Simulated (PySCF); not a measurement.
## Vertical excitation energies

Compound: 2,5-dichloro-1,4-benzoquinone, C₆H₂Cl₂O₂.
Structure used (PBE0-D3(BJ)/def2-SVP), in Å, numbered top down from 1:
```
atom  x, y, z in Å
O1     1.8833    3.1606    0.2699
C2     1.4574    2.0301    0.2762
C3     0.0105    1.7465    0.3261
C4    -0.4672    0.4901    0.3336
Cl5   -2.1366    0.1391    0.3896
C6     0.4463   -0.7024    0.2916
O7     0.0198   -1.8328    0.2954
C8     1.8930   -0.4180    0.2417
C9     2.3718    0.8380    0.2342
Cl10   4.0412    1.1884    0.1760
H11   -0.6463    2.6175    0.3563
H12    2.5498   -1.2890    0.2111
```

Level of theory: TDDFT CAM-B3LYP/def2-SVPD, vertical, gas phase, core orbitals frozen in the response in PySCF.

Predict the UV-vis stick spectrum at this level.

| state | E (eV) | λ (nm) | ν̃ (cm⁻¹) | f | \|μ\| (D) | symmetry | main configurations (H = HOMO, L = LUMO) |
| --- | --- | --- | --- | --- | --- | --- | --- |
| S1 | 3.08 | 402.8 | 24820 | 0.0000 | 0.00 | – | H-1→L (94%) |
| S2 | 3.29 | 376.7 | 26550 | 0.0000 | 0.03 | – | H-3→L (91%) |
| S3 | 3.53 | 351.6 | 28440 | 0.0000 | 0.00 | – | H→L (98%) |
| S4 | 4.73 | 262.3 | 38130 | 0.324 | 4.25 | Bu | H-2→L (96%) |
| S5 | 5.08 | 244.2 | 40950 | 0.0000 | 0.00 | – | H-4→L (92%) |
| S6 | 5.10 | 242.9 | 41160 | 0.0000 | 0.01 | – | H-5→L (90%) |

The lowest singlet comes at 403 nm (297 kJ/mol) in the visible; it is dark (f under 0.0005); its leading configuration is HOMO-1→LUMO (94%). The most intense listed level is S4 at 4.73 eV (262 nm, f = 0.324), 1.65 eV above S1. Löwdin shares by element: HOMO chlorine 38%, carbon 30% or more (atoms not listed hold the other 32%); LUMO oxygen 34%, carbon 24% or more (atoms not listed hold the other 42%). Orbital energies (eV): HOMO-3 -10.36, HOMO-2 -10.15, HOMO-1 -10.08, HOMO -9.66, LUMO -3.09, LUMO+1 -0.31, LUMO+2 0.78. The listed states span 2.03 eV, and the widest gap between neighbours is 1.20 eV (S3 to S4). Weighted by f, the mean energy of these states is 4.73 eV. S1 lies in the visible range (380 to 750 nm), at 403 nm, dark in the vertical dipole picture (f under 0.0005); light of that wavelength is violet, and its complementary colour is yellow-green. Symmetry labels in C2h follow from the direction of the transition dipole and are given only for states with f of 0.002 or more. The window holds the lowest 6 singlets.
